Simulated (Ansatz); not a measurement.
C₆₀H₂₂S₂₀, 102 atoms. Hardware: 11 threads of AMD EPYC 7R13 on a shared host and a whole NVIDIA H100 80GB HBM3.

Single mean-field runs in def2-SVP are fitted with def2-universal-jkfit.

Task: How many basis functions does each of these Ansatz runs have, and roughly what does it cost? PBE-D4/def2-SVP, charge -1 doublet at the geometry of the charge 0 singlet, energy, from earlier orbitals; PBE0-D4/def2-SVP, charge 1 doublet at the geometry of the charge 0 singlet, energy; PBE-D4/def2-SVP, charge 0 singlet, relaxation, 29 steps; PBE0-D4/def2-SVP, charge -1 doublet at the geometry of the charge 0 singlet, energy; PBE0-D4/def2-SVP, charge 0 triplet at the geometry of the charge 0 singlet, energy; PBE-D4/def2-SVP, charge 0 triplet at the geometry of the charge 0 singlet, energy, from earlier orbitals; r2SCAN-D4/def2-SVP, charge 0 singlet, energy, from earlier orbitals; PBE-D4/def2-SVP, charge 1 doublet at the geometry of the charge 0 singlet, energy, from earlier orbitals; PBE0-D4/def2-SVP, charge 0 singlet, energy and forces, from earlier orbitals; PBE-D4/def2-SVP, charge 0 singlet, energy, from earlier orbitals.

Result: Other jobs shared the machine, so times can vary by a factor of up to 3.

```tsv
run	functions	fitting or Cholesky vectors	wall time	peak host memory (GiB)
PBE-D4/def2-SVP, charge 0 singlet, energy, from earlier orbitals	1310	7456	6.5 s	1.8
r2SCAN-D4/def2-SVP, charge 0 singlet, energy, from earlier orbitals	1310	7456	8 s	2
PBE-D4/def2-SVP, charge -1 doublet at the geometry of the charge 0 singlet, energy, from earlier orbitals	1310	7456	11 s	2.2
PBE-D4/def2-SVP, charge 1 doublet at the geometry of the charge 0 singlet, energy, from earlier orbitals	1310	7456	12 s	2.2
PBE-D4/def2-SVP, charge 0 triplet at the geometry of the charge 0 singlet, energy, from earlier orbitals	1310	7456	18 s	2.5
PBE0-D4/def2-SVP, charge 0 singlet, energy and forces, from earlier orbitals	1310	7456	19 s	12
PBE0-D4/def2-SVP, charge 1 doublet at the geometry of the charge 0 singlet, energy	1310	7456	36 s	2.3
PBE0-D4/def2-SVP, charge -1 doublet at the geometry of the charge 0 singlet, energy	1310	7456	37 s	2.6
PBE0-D4/def2-SVP, charge 0 triplet at the geometry of the charge 0 singlet, energy	1310	7456	68 s	2.6
PBE-D4/def2-SVP, charge 0 singlet, relaxation, 29 steps	1310	7456	2.6 min	2.1
```
